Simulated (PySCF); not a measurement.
# How the method changes the shape and vibrations of AlGeH2O2 anion

All numbers below are calculated, not measured. They come from PySCF 2.14.0, an open-source quantum chemistry program, on an isolated molecule that a program drew, which may never have been made. The molecule is AlGeH2O2 anion (charge -1, singlet), drawn as the SMILES string `[O]=[Al][GeH-][OH]`.

The geometry was optimised and harmonic frequencies were computed with HF and MP2, all in the aug-cc-pV(D+d)Z basis, for the commonest isotopes, with a restricted reference for singlets and an unrestricted one otherwise, and a frozen core in MP2. Germanium has the aug-cc-pVDZ-PP basis, with a core potential (ECP10MDF) in place of its 10 inner electrons, and its 3s, 3p and 3d shells are frozen in MP2. Each result is a local minimum of its method.

Geometry at the HF minimum:
```xyz
6
AlGeH2O2 anion, angstrom
O     0.0641    0.8600   -0.3491
Al   -0.9276   -0.3205    0.0852
Ge   -2.3691   -2.4955    0.7659
O    -2.9060   -1.9820    2.4817
H    -3.6260   -1.8963   -0.0431
H    -3.4759   -1.2333    2.4925
```

Lengths of the bonds as drawn, in Å (atoms numbered as above):
```
bond,HF,MP2
O1-Al2,1.602,1.662
Al2-Ge3,2.697,2.660
Ge3-O4,1.870,1.925
Ge3-H5,1.610,1.621
O4-H6,0.941,0.968
```

Rotational constants, in GHz:
| constant | HF | MP2 |
|---|---|---|
| A | 10.21 | 9.725 |
| B | 1.387 | 1.388 |
| C | 1.241 | 1.235 |

Harmonic frequencies in cm^-1, each column in rising order, so a row needn't be the same motion in every method:
```
rank    HF   MP2
   1    84    70
   2   123   104
   3   167   164
   4   220   210
   5   304   284
   6   577   519
   7   582   530
   8   744     ?
   9   942   880
  10  1104   936
  11  1821  1783
  12  4202  3826
```

**Estimate the missing MP2 frequency from the HF column.**

A single factor s that minimises the squared misfit of MP2 against s times HF over the other rows is sum(HF x MP2) / sum(HF^2) = 0.9178, with an rms misfit of 43 cm^-1. For rank 8 it gives 0.9178 x 744 = 683 cm^-1. The calculation gives 676 cm^-1, 7 cm^-1 below the estimate. The drawn bonds are on average 1.8 % longer in MP2 than in HF.
